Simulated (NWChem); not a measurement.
System: bromine (Br$_{2}$); SMILES BrBr

NWChem input:

```
start job
memory heap 200 mb stack 900 mb global 1100 mb
geometry units angstroms noautoz
  Br     0.000000     0.000000     1.149184
  Br     0.000000     0.000000    -1.149184
end
basis spherical
  * library sto-3g
end
dft
  xc b3lyp
  iterations 150
  mulliken
end
task dft energy
```

Parts of the log:

```
             Northwest Computational Chemistry Package (NWChem) 7.3.0
             --------------------------------------------------------

 ORDER OF PRIMARY AXIS IS BEING SET TO 4
 D4H symmetry detected

                             Geometry "geometry" -> ""
                             -------------------------

 Output coordinates in angstroms (scale by  1.889725989 to convert to a.u.)

  No.       Tag          Charge          X              Y              Z
 ---- ---------------- ---------- -------------- -------------- --------------
    1 Br                  35.0000     0.00000000     0.00000000     1.14918400
    2 Br                  35.0000     0.00000000     0.00000000    -1.14918400

 Effective nuclear repulsion energy (a.u.)     282.0445333492

      Symmetry information
      --------------------

 Group name             D4h
 Group number             28
 Group order              16
 No. of unique centers     1

                                 NWChem DFT Module
                                 -----------------

 Summary of "ao basis" -> "ao basis" (spherical)
 ------------------------------------------------------------------------------
       Tag                 Description            Shells   Functions and Types
 ---------------- ------------------------------  ------  ---------------------
 Br                          sto-3g                  8       18   4s3p1d

      Symmetry analysis of basis
      --------------------------

        a1g         8
        a1u         0
        a2g         0
        a2u         8
        b1g         1
        b1u         1
        b2g         1
        b2u         1
        eg          8
        eu          8

            General Information
            -------------------
          SCF calculation type: DFT
          Wavefunction type:  closed shell.
          No. of atoms     :     2
          No. of electrons :    70
           Alpha electrons :    35
            Beta electrons :    35
          Charge           :     0
          Spin multiplicity:     1
          Use of symmetry is: on ; symmetry adaption is: on
          Maximum number of iterations: 150
          AO basis - number of functions:    36
                     number of shells:    16
          Convergence on energy requested:  1.00D-06
          Convergence on density requested:  1.00D-05
          Convergence on gradient requested:  5.00D-04

              XC Information
              --------------
                         B3LYP Method XC Potential
                     Hartree-Fock (Exact) Exchange  0.200
                        Slater Exchange Functional  0.800 local
                    Becke 1988 Exchange Functional  0.720 non-local
              Lee-Yang-Parr Correlation Functional  0.810
                  VWN I RPA Correlation Functional  0.190 local

             Grid Information
             ----------------
          Grid used for XC integration:  medium
          Radial quadrature: Mura-Knowles
          Angular quadrature: Lebedev.
          Tag              B.-S. Rad. Rad. Pts. Rad. Cut. Ang. Pts.
          ---              ---------- --------- --------- ---------
          Br                  1.15      112           7.0       590
          Grid pruning is: on
          Number of quadrature shells:   112
          Spatial weights used:  Erf1

      Superposition of Atomic Density Guess
      -------------------------------------

 Sum of atomic energies:       -5089.29114120

      Non-variational initial energy
      ------------------------------

 Total energy =   -5089.169651
 1-e energy   =   -7688.289632
 2-e energy   =    2317.075448
 HOMO         =      -0.214038
 LUMO         =       0.034767

      Symmetry analysis of molecular orbitals - initial
      -------------------------------------------------

 !! scf_movecs_sym_adapt:    4 vectors were symmetry contaminated

  Symmetry fudging

 !! scf_movecs_sym_adapt:    2 vectors were symmetry contaminated

  Numbering of irreducible representations:

     1 a1g         2 a1u         3 a2g         4 a2u         5 b1g
     6 b1u         7 b2g         8 b2u         9 eg         10 eu

  Orbital symmetries:

     1 a2u         2 a1g         3 a2u         4 a1g         5 a2u
     6 a1g         7 eg          8 eg          9 eu         10 eu
    11 a2u        12 a1g        13 a2u        14 a1g        15 eg
    16 eg         17 eu         18 eu         19 a2u        20 a1g
    21 eu         22 eu         23 eg         24 eg         25 b1g
    26 b2g        27 b2u        28 b1u        29 a1g        30 a2u
    31 a1g        32 eu         33 eu         34 eg         35 eg
    36 a2u

     ---------------------------------------------
      Total Density - Mulliken Population Analysis
     ---------------------------------------------

    Atom       Charge   Shell Charges
 -----------   ------   -------------------------------------------------------
    1 Br  35    35.00   2.00  2.00  6.00  2.00  5.99  1.95  5.07 10.00
    2 Br  35    35.00   2.00  2.00  6.00  2.00  5.99  1.95  5.07 10.00

   convergence    iter        energy       DeltaE   RMS-Dens  Diis-err
 ---------------- ----- ----------------- --------- --------- ---------
 d= 0,ls=0.0,diis     1  -5091.9622894820 -5.37D+03  1.08D-02  8.46D-02
 d= 0,ls=0.0,diis     2  -5091.9722055169 -9.92D-03  2.00D-03  8.04D-04
 d= 0,ls=0.0,diis     3  -5091.9724892536 -2.84D-04  2.39D-04  1.49D-05
 d= 0,ls=0.0,diis     4  -5091.9724946061 -5.35D-06  1.57D-07  4.59D-11
 d= 0,ls=0.0,diis     5  -5091.9724946061 -4.55D-12  2.50D-09  4.73D-15

         Total DFT energy =    -5091.972494606079
      One electron energy =    -7685.284424694181
           Coulomb energy =     2495.150101464182
    Exchange-Corr. energy =     -183.882704725233
 Nuclear repulsion energy =      282.044533349155

 Numeric. integr. density =       69.999999928562

                  Occupations of the irreducible representations
                  ----------------------------------------------

                     irrep           alpha         beta
                     --------     --------     --------
                     a1g               8.0          8.0
                     a1u               0.0          0.0
                     a2g               0.0          0.0
                     a2u               7.0          7.0
                     b1g               1.0          1.0
                     b1u               1.0          1.0
                     b2g               1.0          1.0
                     b2u               1.0          1.0
                     eg                8.0          8.0
                     eu                8.0          8.0

                       DFT Final Molecular Orbital Analysis
                       ------------------------------------

 Vector   33  Occ=2.000000D+00  E=-2.592814D-01  Symmetry=eu
              MO Center=  1.3D-16, -1.1D-16,  1.4D-14, r^2= 2.4D+00
   Bfn.  Coefficient  Atom+Function         Bfn.  Coefficient  Atom+Function
  ----- ------------  ---------------      ----- ------------  ---------------
    11      0.538681  1 Br px                29      0.538681  2 Br px
    12     -0.451621  1 Br py                30     -0.451621  2 Br py
     7     -0.166475  1 Br px                25     -0.166475  2 Br px
     8      0.139570  1 Br py                26      0.139570  2 Br py
     3      0.055585  1 Br px                21      0.055585  2 Br px

 Vector   34  Occ=2.000000D+00  E=-1.778844D-01  Symmetry=eg
              MO Center=  1.0D-15, -3.4D-15, -6.0D-14, r^2= 2.5D+00
   Bfn.  Coefficient  Atom+Function         Bfn.  Coefficient  Atom+Function
  ----- ------------  ---------------      ----- ------------  ---------------
    12      0.718839  1 Br py                30     -0.718839  2 Br py
     8     -0.217492  1 Br py                26      0.217492  2 Br py
    11     -0.214930  1 Br px                29      0.214930  2 Br px
     4      0.072542  1 Br py                22     -0.072542  2 Br py
     7      0.065029  1 Br px                25     -0.065029  2 Br px

 Vector   35  Occ=2.000000D+00  E=-1.778844D-01  Symmetry=eg
              MO Center=  5.9D-19,  1.8D-19, -1.8D-14, r^2= 2.5D+00
   Bfn.  Coefficient  Atom+Function         Bfn.  Coefficient  Atom+Function
  ----- ------------  ---------------      ----- ------------  ---------------
    11      0.718839  1 Br px                29     -0.718839  2 Br px
     7     -0.217492  1 Br px                25      0.217492  2 Br px
    12      0.214930  1 Br py                30     -0.214930  2 Br py
     3      0.072542  1 Br px                21     -0.072542  2 Br px
     8     -0.065029  1 Br py                26      0.065029  2 Br py

 Vector   36  Occ=0.000000D+00  E= 8.737401D-04  Symmetry=a2u
              MO Center= -1.1D-15,  2.9D-15, -3.4D-15, r^2= 2.4D+00
   Bfn.  Coefficient  Atom+Function         Bfn.  Coefficient  Atom+Function
  ----- ------------  ---------------      ----- ------------  ---------------
    13      0.873639  1 Br pz                31      0.873639  2 Br pz
    10     -0.248691  1 Br s                 28      0.248691  2 Br s
     9     -0.246255  1 Br pz                27     -0.246255  2 Br pz
     5      0.082009  1 Br pz                23      0.082009  2 Br pz
     6      0.044234  1 Br s                 24     -0.044234  2 Br s

     ---------------------------------------------
      Total Density - Mulliken Population Analysis
     ---------------------------------------------

    Atom       Charge   Shell Charges
 -----------   ------   -------------------------------------------------------
    1 Br  35    35.00   2.00  2.00  6.00  2.00  5.98  1.98  5.04 10.00
    2 Br  35    35.00   2.00  2.00  6.00  2.00  5.98  1.98  5.04 10.00

     -------------------------------------------
      Total Density - Lowdin Population Analysis
     -------------------------------------------

    Atom       Charge   Shell Charges
 -----------   ------   -------------------------------------------------------
    1 Br  35    35.00   2.00  2.00  6.00  2.00  5.97  1.97  5.07 10.00
    2 Br  35    35.00   2.00  2.00  6.00  2.00  5.97  1.97  5.07 10.00

     Multipole analysis of the density
     ---------------------------------

     L   x y z        total         alpha         beta         nuclear
     -   - - -        -----         -----         ----         -------
     0   0 0 0     -0.000000    -35.000000    -35.000000     70.000000

     1   1 0 0     -0.000000     -0.000000     -0.000000      0.000000
     1   0 1 0     -0.000000     -0.000000     -0.000000      0.000000
     1   0 0 1     -0.000000     -0.000000     -0.000000      0.000000

     2   2 0 0    -24.613482    -12.306741    -12.306741      0.000000
     2   1 1 0      0.000000      0.000000      0.000000      0.000000
     2   1 0 1      0.000000      0.000000      0.000000      0.000000
     2   0 2 0    -24.613482    -12.306741    -12.306741      0.000000
     2   0 1 1      0.000000      0.000000      0.000000      0.000000
     2   0 0 2    -23.446637   -176.784465   -176.784465    330.122293
```

Level: B3LYP/STO-3G. Coordinates come from a PBE0/def2-SVP optimisation. B3LYP is NWChem's, with the RPA form of VWN correlation.
